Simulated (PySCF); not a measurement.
Compound: SiEtBr3, C2H5Br3Si.
Z-matrix (Å and degrees, PBE0-D3(BJ)/def2-SVP geometry), rows numbered from 1:
```
Si
C   1  1.8650
C   2  1.5242  1  114.97
H   2  1.1040  1  105.75  3  -123.42
H   2  1.1039  1  106.29  3   123.93
H   3  1.1005  2  110.78  1   179.96
H   3  1.1005  2  111.38  1   -60.23
H   3  1.1006  2  111.49  1    60.00
Br  1  2.2192  2  110.33  3    58.10
Br  1  2.2179  2  110.85  3   -61.54
Br  1  2.2168  2  110.19  3   178.12
```

Computed with TDDFT B3LYP/def2-SVPD, vertical, gas phase, core orbitals frozen in the response in PySCF 2.14.0, density-fitted response routines. Relativistic effects, spin–orbit coupling among them, are left out although an element past zinc is present.

Frontier orbitals with the atoms that hold most of them (Löwdin shares over 4%, at most four atoms; ? is withheld):

| orbital | ε (eV) | atoms |
| --- | --- | --- |
| HOMO-3 | -8.46 | Br9 30%, Br10 29%, C2 15%, Si1 10% |
| HOMO-2 | -8.41 | Br11 63%, Br10 15%, Br9 11%, Si1 5% |
| HOMO-1 | -8.40 | Br9 43%, Br10 39%, Br11 12% |
| HOMO | ? | ? |
| LUMO | -1.29 | Br11 24%, Br10 24%, Br9 24%, Si1 22% |
| LUMO+1 | -0.22 | Si1 24%, Br11 22%, Br9 15%, Br10 14% |
| LUMO+2 | -0.08 | Si1 28%, Br10 25%, Br9 24%, Br11 12% |

Task: Give the leading atoms of the HOMO.

Result: Br9 (bonded to Si) 35%; Br10 (bonded to Si) 34%; Br11 (bonded to Si) 31%.

Task: What is the HOMO energy, and the HOMO–LUMO gap?

Result: ε(HOMO) = -8.10 eV; the gap is 6.82 eV (0.2505 hartree).

Task: The HOMO–LUMO gap is 6.82 eV. Where does the response calculation put the lowest singlet, and from which orbitals?

Result: S1 is at 5.80 eV (f = 0.0000), 1.01 eV below the gap, made of HOMO→LUMO (99%). 

Task: One configuration dominates each of S1 and S7. Which, and how do the shares of the two leading atoms of either orbital change from the occupied to the empty one?

Result: 
- S1 (5.80 eV, f 0.0000), HOMO→LUMO (99%): Br9 35% → 24%, Br10 34% → 24%, Br11 31% → 24%
- S7 (7.01 eV, f 0.027), HOMO→LUMO+1 (90%): Br9 35% → 15%, Br10 34% → 14%, Si1 at most 1% → 24%, Br11 31% → 22%

Orbitals of the list HOMO-3 to LUMO+2 that lie within 0.01 eV of each other are written together with a slash and their weights summed (≥ marks a lower bound); for degenerate orbitals outside that list single weights are arbitrary.

The run took 71 s of wall time (grids of density and orbitals included) on one thread, Arm Neoverse V1 (aarch64), no GPU, on a shared host, and the process peaked at 1.0 GiB of memory.
